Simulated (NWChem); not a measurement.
A series in which one site is exchanged, each optimised at PBE0/def2-SVP with NWChem, gas phase unless a solvent is named. All stand in one matching conformer (torsions within 35°), which need not be the lowest. For some, no frequency run checked for a minimum. def2 effective core potentials on Sr, Cd; no spin-orbit coupling.

A: [SH][Be][F] (BeHSF; site = Be)
B: [F][Ca][SH] (CaHSF; site = Ca)
C: [F][Cd][SH] (CdHSF; site = Cd)
D: [F][Sr][SH] (SrHSF; site = Sr)

Values for A:

dipole (D), PBE0/def2-SVP: 1.17
orbital gap (eV), PBE0/def2-SVP: 7.42
static polarisability, PBE/def2-SVPD (bohr³): 37.4
lowest singlet excitation, PBE/def2-SVPD, TDA (eV): 5.55

**Question.** How do these values change for the other members?

**Answer.** 
```csv
change from A,B,C,D
"dipole (D), PBE0/def2-SVP",+3.10,+0.43,+5.47
"orbital gap (eV), PBE0/def2-SVP",-3.06,-1.63,-3.41
"static polarisability, PBE/def2-SVPD (bohr³)",+19.1,+16.5,+25.9
"lowest singlet excitation, PBE/def2-SVPD, TDA (eV)",-2.79,-1.67,-3.02
```
